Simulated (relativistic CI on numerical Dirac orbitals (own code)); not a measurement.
**Cs⁴⁺: from the plainest model towards the measured levels**

Calculated with a relativistic CI code on KLI orbitals (one set per configuration, finite nucleus), adding one ingredient at a time: step 1, Dirac-Coulomb, each configuration alone; step 2, with Breit and QED terms; step 3, with configuration mixing; step 4, with scaled Slater integrals (0.85); step 5, with a P86 correlation estimate; step 6, tied to the ionisation limit. P86 is a density functional for the correlation energy, evaluated here for each configuration and added to its levels. Step 6 is semi-empirical: configurations made of the next ion and one excited electron move by -10653 cm⁻¹, so that their limit matches the tabulated ionisation energy, and those with a non-penetrating f or g electron also take the P86 value of the least penetrating other one.

Configuration list (outside the closed core [Kr] 4d10): 5s2 5p3, 5s 5p4, 5s2 5p2 5d, 5s2 5p2 6s, 5p5, 5s 5p3 5d, 5s2 5p2 4f, 5s2 5p2 5f, 5s2 5p2 6p, 5s2 5p 4f 5d, 5s 5p3 5f, 5s2 5p 5d2, 5s2 5d3, 5s2 5d2 6s, 5s 5p 5d3, 5s2 4f 5d2, 5s2 5d2 5f, 5s2 5p 4f2, 5s2 4f2 5d, 5s2 4f2 6s, 5s 5p 4f2 5d, 5s2 4f3, 5s2 4f2 5f.

Computed minus measured energy above the ground level, in cm⁻¹, for 10 of the 14 excited levels that pair in every step (one J of a term; a digit in brackets numbers repeated terms):

```
Configuration  Term    J  Measured  Step 1  Step 2  Step 3  Step 4  Step 5  Step 6
      5s2 5p3   2D°  3/2     15077    3805    3780    1367    -123    -125    -186
      5s2 5p3   2P°  1/2     31951    6254    6154    1929   -1146   -1137   -1159
   5s2 5p2 5d    4F  5/2    160328   -1332   -1563    7438    5829    7948   -2470
   5s2 5p2 5d    2F  5/2    166800     196     -90    8255    6423    8553   -1993
   5s2 5p2 5d    4D  1/2    169558   -1863   -2154    8438    5727    7472    -725
   5s2 5p2 5d    4P  5/2    187620    -285    -631   17196   10980   12961    3635
   5s2 5p2 5d    2D  5/2    199404    2471    2021   17288   10108   12163    2257
   5s2 5p2 6s    4P  5/2    217755       3    -143    9623    5728   10382    -224
   5s2 5p2 6s    2D  5/2    235193    2365    2079   12423    6747   11465     886
   5s2 5p2 6s    2S  1/2    252603    6654    6373   11864    4656    9435   -1075
```

Mean absolute errors in cm⁻¹, over all paired levels and for the configurations:

```
Configuration, levels  Step 1  Step 2  Step 3  Step 4  Step 5  Step 6
              all, 14    3040    2991    8384    4993    7031    1530
           5s2 5p3, 4    5032    4905    1485     625     621     674
        5s2 5p2 5d, 7    1916    1952   11074    7182    9239    2363
        5s2 5p2 6s, 3    3007    2865   11303    5710   10427     728
```

Measured levels: Sansonetti, J. Phys. Chem. Ref. Data 38, 761 (2009).

The mean absolute error is lowest at step 6 (1530 cm⁻¹), and the largest single drop is from step 5 to 6 (7031 to 1530). Terms of the ground configuration are off by 5032 at first, 1485 with mixing and 625 after scaling, which stands in for the correlation that narrows term splittings. Mixing lowers the ground level by 10412; relative to it the configurations that move most are 5s2 5p2 5d by +10929, 5s2 5p2 6s by +8534. Configurations whose own partners of that kind are not in the list rise by much of that lowering, so a short list can trade one imbalance for another. The P86 estimate moves 5s2 5p2 6s by +4717, 5s2 5p2 5d by +2057, and takes the mean absolute error of the excited configurations from 6741 to 9595; it adds to levels that were already too high. Step 6 takes that error from 9595 to 1873; the error more than halves for 5s2 5p2 5d, 5s2 5p2 6s.
